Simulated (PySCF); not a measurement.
Species: CH10GeSi2.
Bonds: Si1–C2, C2–Si3, Si3–Ge4. Hydrogens: H5, H6, H7 on Si1; H8, H9 on C2; H10, H11 on Si3; H12, H13, H14 on Ge4.

A GFN2-xTB structure with every atom displaced at random (by about 0.01 Å) was refined with PBE0-D3(BJ)/def2-SVP geometry optimisation, gas phase in PySCF 2.14.0. Values at the start:

```json
{"coordinate": "Si1–C2", "start": "1.878 Å"}
{"coordinate": "Si1–H5", "start": "1.494 Å"}
{"coordinate": "C2–Si3", "start": "1.890 Å"}
{"coordinate": "C2–H8", "start": "1.078 Å"}
{"coordinate": "Si3–Ge4", "start": "2.370 Å"}
{"coordinate": "Si3–H10", "start": "1.454 Å"}
{"coordinate": "Ge4–H12", "start": "1.512 Å"}
{"coordinate": "Ge4–H14", "start": "1.453 Å"}
{"coordinate": "Si1–C2–H8", "start": "110.4°"}
{"coordinate": "Si1–C2–H9", "start": "107.1°"}
{"coordinate": "C2–Si1–H5", "start": "109.2°"}
{"coordinate": "Si3–C2–H8", "start": "107.5°"}
{"coordinate": "Si3–Ge4–H12", "start": "115.2°"}
{"coordinate": "Si3–Ge4–H13", "start": "113.7°"}
{"coordinate": "H5–Si1–H6", "start": "107.2°"}
{"coordinate": "H12–Ge4–H13", "start": "102.4°"}
```

Q: How do these coordinates change at the PBE0-D3(BJ)/def2-SVP level?

A: 
```
 coordinate  PBE0-D3(BJ)/def2-SVP (Å or °)  change
    Ge4–H14                          1.540  +0.087
    Si3–H10                          1.497  +0.043
    Ge4–H12                          1.542  +0.030
      C2–H8                          1.104  +0.026
    Si3–Ge4                          2.387  +0.017
     Si1–C2                          1.882  +0.004
     C2–Si3                          1.887  -0.003
     Si1–H5                          1.495  +0.001
H12–Ge4–H13                          108.0    +5.6
Si3–Ge4–H12                          110.4    -4.8
Si3–Ge4–H13                          111.2    -2.5
  H5–Si1–H6                          108.7    +1.5
  Si1–C2–H8                          109.0    -1.4
  Si1–C2–H9                          108.5    +1.4
  C2–Si1–H5                          110.4    +1.2
  Si3–C2–H8                          108.5    +1.0
```

The energy falls by 4.7 kcal/mol over 5 energy and gradient evaluations, the largest force component goes from 0.0342 to 3.4e-04 Eh/bohr, and the atoms move by 0.056 Å rms after alignment. The bond that changes most is Ge4–H14 (ends: germanium bonded to Si and 3 H; Ge–H hydrogen), which lengthens by 0.087 Å. Bonds longer at the end by more than 0.005 Å: 10 of 13; shorter: 0. Rotational constants go from 4156, 1136, 949.6 to 4123, 1119, 937.9 MHz.

The run used 132 basis functions and 30 SCF cycles in all. On one thread of an Arm Neoverse V1, no GPU, shared host with 32 logical CPUs at a one-minute load of 38, this took 43 s of wall time and 0.57 GiB of memory at its peak.

PBE0-D3(BJ)/def2-SVP frequencies: not computed here. One conformer, not necessarily the lowest.

The values belong to the conformer `[SiH3:1][CH2:2][SiH2:3][GeH3:4]`: Si1–C2–Si3–Ge4 59°.
